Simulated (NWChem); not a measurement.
CdSiH$_{4}$S; SMILES [SiH3][Cd][SH]

```xyz
7

Cd    -0.0148     0.0455     0.0000
S     -0.0406     2.4162     0.0000
H      1.3088     2.5107     0.0001
Si     0.0017    -2.4552     0.0000
H     -0.6630    -3.0041    -1.2242
H     -0.7129    -3.0042     1.1956
H      1.4058    -2.9752     0.0289
```
Atoms are numbered in this order, from 1.

Computed with NWChem. Geometry: optimised at PBE0/def2-SVP. Not confirmed as a minimum by frequencies. def2 effective core potentials on Cd; no spin-orbit coupling. Ions are spin-unrestricted doublets at the neutral geometry; other ion states weren't tried.

Task: Estimate the computed values for CAM-B3LYP/def2-SVP. Quantities: −ε(HOMO) (eV).

Result: 
```
Property       Value
-------------  -----
−ε(HOMO) (eV)   8.13
```
